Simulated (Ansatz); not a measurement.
CH₈AlNSSi, SMILES `[SiH3]C[NH][AlH][SH]`. Charge 0, multiplicity 1. The structure was optimised at the PBE0-D4/def2-TZVP level. It is one conformer, not always the lowest.

```xyz
13

Si    0.014    0.458   -1.976
C    -0.764    0.496   -0.255
N    -0.549   -0.760    0.445
Al    0.451   -1.153    1.851
S     1.603    0.401    2.873
H    -0.274    1.701   -2.746
H     1.486    0.290   -1.846
H    -0.533   -0.708   -2.724
H    -0.310    1.316    0.311
H    -1.830    0.748   -0.321
H    -1.028   -1.526   -0.008
H     0.507   -2.639    2.368
H     1.227    1.377    2.029
```

Task: What is the dipole moment at B3LYP/def2-TZVPP? (An estimate is asked.)

Result: Computed: 1.83 D, with components (-1.47, 0.18, -1.07) D in this frame, pointing from negative to positive charge.

Task: And with PBE, r2SCAN, ωB97M-V? (An estimate is asked.)

Result: Ansatz gave: PBE 1.83 D, r2SCAN 1.89 D, ωB97M-V 1.82 D.

Task: Give the Mulliken charges with B3LYP, ωB97M-V, PBE in def2-TZVPP. (Best estimate.)

Result: Ansatz gave: 
```
atom  B3LYP  ωB97M-V    PBE
 Si1   0.28     0.19   0.20
  C2  -0.17    -0.26  -0.16
  N3  -0.30    -0.30  -0.25
 Al4   0.44     0.40   0.36
  S5  -0.30    -0.28  -0.29
  H6  -0.08    -0.04  -0.06
  H7  -0.07    -0.03  -0.05
  H8  -0.07    -0.03  -0.06
  H9   0.07     0.10   0.07
 H10   0.10     0.13   0.10
 H11   0.12     0.11   0.14
 H12  -0.13    -0.10  -0.12
 H13   0.10     0.11   0.11
```

B3LYP here is the variant with VWN-RPA as its local correlation; programs differ in this.
